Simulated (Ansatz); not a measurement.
Job for Ansatz (a first-principles code): U-PBE0/def2-TZVPP on PO-, 2S+1 = 3, a spin state set in the input, which need not be the lowest. Charge -1.

Ansatz 0.2 input:
```yaml
crystal:
  periodic: [false, false, false]
  atoms:
    - {symbol: O, position_ang: [0.00000000, 0.00000000, 0.00000000]}
    - {symbol: P, position_ang: [0.00000000, 0.00000000, 1.64300000]}
basis:
  gaussian:
    orbitals: def2-TZVPP
hamiltonian:
  xc: {name: PBE0}
total_charge: -1
magnetization: {spin_polarized: true, initial_magnetization: 2}
relax: {f_tol: 0.002, max_steps: 120}
```

Question: Give the final energy of this run.

Answer: -416.4087 hartree.
